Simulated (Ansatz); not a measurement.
C3H7BO, SMILES `CB(C)C=O`, relaxed with RKS PBE0-D4/def2-TZVP in Ansatz from a PBE-D4/def2-SVP geometry. The force threshold is 0.005 eV/Å; the program also tests the step.

Total charge 0; spin multiplicity 1.

Start:

```xyz
12

C     1.285   -0.831   -0.009
B    -0.034    0.014    0.111
C    -0.358    1.245   -0.809
C    -1.159   -0.477    1.116
O    -1.937   -1.313    0.659
H     1.954   -0.499    0.821
H     1.844   -0.676   -0.954
H     1.120   -1.915    0.158
H     0.539    1.719   -1.256
H    -1.014    2.018   -0.360
H    -0.939    0.809   -1.659
H    -1.300   -0.093    2.182
```

| step | energy (eV) | largest force (eV/Å) | largest move (Å) |
| --- | --- | --- | --- |
| 1 | -5943.3482 | 1.180 | 0.000 |
| 2 | -5943.3978 | 0.214 | 0.032 |
| 3 (rejected) | -5943.3903 | 0.643 | 0.045 |
| 4 | -5943.4038 | 0.092 | 0.022 |
| 5 | -5943.4061 | 0.114 | 0.023 |
| 6 | -5943.4070 | 0.143 | 0.029 |
| 7 | -5943.4077 | 0.045 | 0.007 |
| 8 | -5943.4077 | 0.022 | 0.012 |
| 9 | -5943.4078 | 0.036 | 0.007 |
| 10 (rejected) | -5943.4078 | 0.034 | 0.004 |
| 11 | -5943.4078 | 0.005 | 0.002 |
| 12 | -5943.4078 | 0.011 | 0.011 |
| 13 | -5943.4079 | 0.007 | 0.009 |
| 14 | -5943.4079 | 0.004 | 0.008 |
| 15 | -5943.4079 | 0.003 | 0.005 |
| 16 | -5943.4079 | 0.005 | 0.008 |
| 17 | -5943.4079 | 0.009 | 0.009 |
| 18 (rejected) | -5943.4077 | 0.063 | 0.034 |
| 19 | -5943.4079 | 0.008 | 0.007 |
| 20 | -5943.4079 | 0.002 | 0.003 |

End:

```xyz
12

C     1.288   -0.821   -0.001
B    -0.039   -0.005    0.073
C    -0.359    1.230   -0.822
C    -1.161   -0.491    1.080
O    -1.965   -1.334    0.742
H     1.891   -0.543    0.876
H     1.892   -0.612   -0.886
H     1.122   -1.898    0.088
H     0.520    1.688   -1.281
H    -0.966    1.997   -0.335
H    -0.981    0.837   -1.641
H    -1.241   -0.050    2.108
```

It took 3.5 min on 4 threads of an Intel Xeon on a shared host, with 0.47 GiB of host memory at the peak.
